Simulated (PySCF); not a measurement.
Calculated NMR parameters of C=C(Cl)CO[SiH2][SiH](C)C

```
Formula                               : C5H13ClOSi2
SMILES                                : C=C(Cl)CO[SiH2][SiH](C)C
InChI                                 : InChI=1S/C5H13ClOSi2/c1-5(6)4-7-8-9(2)3/h9H,1,4,8H2,2-3H3
Point group of the computed structure : C1
Degrees of unsaturation               : 1
Carbon signals                        : 4
Proton signals                        : 6
```

Numbering as in the mapped SMILES `[CH2:1]=[C:2]([Cl:3])[CH2:4][O:5][SiH2:6][SiH:7]([CH3:8])[CH3:9]` (H(Xn): hydrogen on atom n). Ha(C1) is cis to Cl3; Hb(C1) is trans to Cl3.

Computed data (PySCF): GFN2-xTB structure, PBE0/pcSseg-1 with gauge-including orbitals. Gas phase, averaged over atoms made equivalent by symmetry, fast rotation or ring inversion, a single conformation, relativity neglected.

Shifts are taken against calculated references (same method and geometry level): ¹H (31.72 ppm) and ¹³C (186.93 ppm) and ²⁹Si (349.16 ppm) against TMS; ¹⁷O (336.08 ppm) against H2O.

| carbon | δC, type | δH (multiplicity) | HMBC from (2–3 bonds) | span of the C tensor (ppm) |
| --- | --- | --- | --- | --- |
| C1 | 117.0, CH2 | Hb(C1) 5.92 (br s); Ha(C1) 5.69 (br s) | H(C4) | 203 |
| C2 | 151.3, C | – | Hb(C1), Ha(C1), H(C4) | 181 |
| C4 | 72.6, CH2 | 4.10 (s) | Hb(C1), Ha(C1), H(Si6) | 70 |
| C8/C9 | -4.9, CH3 | 0.18 (d) | H(Si6), H(Si7), H(C8)/H(C9) | 7 |

Other nuclei:
| atoms | nucleus | environment | δ (ppm) | σ (ppm) |
| --- | --- | --- | --- | --- |
| H(Si6) | ¹H | hydrogen on a silicon bonded to O, Si | 5.26 | 26.46 |
| H(Si7) | ¹H | hydrogen on a silicon bonded to 2 C, Si | 4.51 | 27.21 |
| Si6 | ²⁹Si | silicon bonded to O, Si, 2 H | -22.3 | 371.5 |
| Si7 | ²⁹Si | silicon bonded to 2 C, Si, H | -46.9 | 396.0 |
| O5 | ¹⁷O | oxygen bonded to C, Si | 13.6 | 322.5 |

- Carbon types of the structure: 1 × C, 2 × CH2, 2 × CH3, leaving 3 H on heteroatoms.
- δC 151.3: fully substituted alkene carbon; the olefinic region.
- δC 117.0: terminal =CH2 carbon; as expected for a trigonal carbon in a double bond.
- δC 72.6: allylic sp3 CH2 bonded to O; the inductive effect lowers its shielding.
- δH 5.92, 5.69: hydrogen on a terminal =CH2 carbon; attached to an sp2 carbon and in the plane of the double bond.
- δH 4.10: hydrogen on an allylic sp3 CH2 bonded to O; its carbon carries O, an electronegative neighbour.

Carbons that carry Cl, above all several Cl atoms, come out too deshielded, partly because spin–orbit coupling is missing. Shifts are as computed. Against solution values, carbons near 30 ppm lie about +3 ppm off and those near 130 ppm about +5 ppm; carbons on Cl a further +6 ppm. Of 1211 compounds with measured shifts, 218 miss one by over three times the rms of a fit or turn the order of signals round; such compounds aren't used in these exercises. Experimental scales use liquid or dissolved standards, which lie at an offset from isolated H2O (liquid H2O: subtract about 36 ppm). Multiplicities follow the n + 1 count of equivalent neighbours, as no J values were calculated; m marks all less simple cases, F and P coupling included.
